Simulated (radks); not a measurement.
Spherical quantum dot in the effective-mass picture: electrons in a hard-walled sphere of radius 6.33, with a point charge +2 (a donor) at the centre, all in effective atomic units (hartree* = m*/eps^2 hartree, bohr* = eps/m* bohr), one dielectric constant everywhere. Method: non-relativistic Kohn-Sham, r2SCAN, spin-polarised, spherical densities, generalised Kohn-Sham scheme; computed with a radial shooting solver with Libxc functionals. Levels are named by radial order and angular momentum (1s, 1p, 1d, 2s, ...), and open shells are averaged over m.

N = 27, configuration 1s2 1p6 1d10 2s2 1f(up 7, down 0). This is the lowest configuration that the search found. Occupied and some empty levels:

level,occupation,eigenvalue (hartree*),<r> (bohr*)
1s up,1,4.7733,1.451
1s down,1,4.7766,1.190
2s up,1,4.8702,4.180
1p up,3,4.9068,4.706
2s down,1,4.9185,4.391
1p down,3,4.9605,4.663
1d up,5,5.0096,4.783
1d down,5,5.0682,4.754
1f up,7,5.1565,4.856
1f down,0,5.2204,4.837
1g up,0,5.3446,4.923
1g down,0,5.4140,4.912
2p up,0,5.6324,3.138
2p down,0,5.6614,3.125
2d up,0,5.9046,3.606
2d down,0,5.9436,3.606

Energy (hartree*): total 64.2983, kinetic 16.288, external -17.551, Hartree 73.959, exchange-correlation -8.3982.
